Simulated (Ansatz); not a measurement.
(H2Al-mu-SH)2 (Al2H6S2). Charge 0, multiplicity 1. Geometry B3LYP-D4/def2-SVP; atoms count from 1.

```xyz
10

Al   -0.915   -0.505    1.277
H    -0.325   -1.765    2.026
H    -2.238    0.284    1.619
S    -0.996   -0.984   -1.074
Al    0.458    0.914   -1.295
H     1.806    0.438   -1.968
H    -0.454    2.128   -1.725
S     0.822    1.139    1.067
H    -0.017   -1.920   -1.068
H     1.858    0.270    1.141
```

Estimate the Mulliken populations from the PBE0/def2-TZVP orbitals of Ansatz.


```json
{"atom": "Al1", "charge (e)": "0.30"}
{"atom": "H2", "charge (e)": "-0.10"}
{"atom": "H3", "charge (e)": "-0.10"}
{"atom": "S4", "charge (e)": "-0.29"}
{"atom": "Al5", "charge (e)": "0.30"}
{"atom": "H6", "charge (e)": "-0.10"}
{"atom": "H7", "charge (e)": "-0.10"}
{"atom": "S8", "charge (e)": "-0.29"}
{"atom": "H9", "charge (e)": "0.19"}
{"atom": "H10", "charge (e)": "0.19"}
```
Mulliken values depend strongly on the basis.

And the Mayer bond orders between heavy atoms (over 0.3)?

Al1–S4 0.68 (2.40 Å); Al1–S8 0.68 (2.40 Å); S4–Al5 0.68 (2.40 Å); Al5–S8 0.68 (2.40 Å).
